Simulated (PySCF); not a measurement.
Gas-phase reaction: Ge(CH3)4 = GeH2 + C4H8 (isobutene) + 2 H. Level: PBE0/def2-TZVP; standard pressure 1 bar.

Method: PySCF energies plus ideal-gas RRHO corrections (1 bar). Open shells (unrestricted): H (multiplicity 2); the rest are closed-shell singlets. Ge: all electrons, no relativistic terms. GeH2: computed as isolated molecules; such fragments, hydroxides, amides, oligomers or adducts are transient or little studied in the gas. The harmonic model lacks anharmonicity and excited electronic states, which grow with temperature; levels with a mode under 35 cm⁻¹ are left out. Internal rotation in Ge(CH3)4, C4H8 (isobutene) is treated as a harmonic vibration of one conformer, which makes the entropy rough.

```
T (K)  1000/T (1/K)  log10 K
-----  ------------  -------
800          1.2500   -31.34
1000         1.0000   -21.26
1200         0.8333   -14.55
1400         0.7143        ?
1600         0.6250    -6.19
1800         0.5556    -3.41
```

Problem. Fit log10 K = a + b·(1000/T) to the five rows, get the mean ΔH° and ΔS°, and predict log10 K at 1400 K.

Solution. Means: 1000/T = 0.8528, log10 K = -15.350. Sums of products about the means: Sxy = -12.87200, Sxx = 0.320037, so b = Sxy/Sxx = -40.22 and a = -15.350 − (-40.22)×0.8528 = 18.95.
ΔH° = −R ln 10 × 1000 K × b = −19.145 × (-40.22) = 770 kJ; ΔS° = R ln 10 × a = 363 J/K. The run's own values go from 772 kJ and 365 J/K at 800 K to 764 kJ and 359 J/K at 1800 K.
Prediction at 1400 K: 18.95 + (-40.22)×0.7143 = -9.78. The computed value is -9.77, 0.01 from the line.
For scale, ΔH°(298 K) is 771 kJ at this level, 777 kJ at ωB97M-V/def2-TZVP†, and runs from 617 to 843 kJ over the 18 levels computed († marks an energy on the PBE0/def2-TZVP geometry).
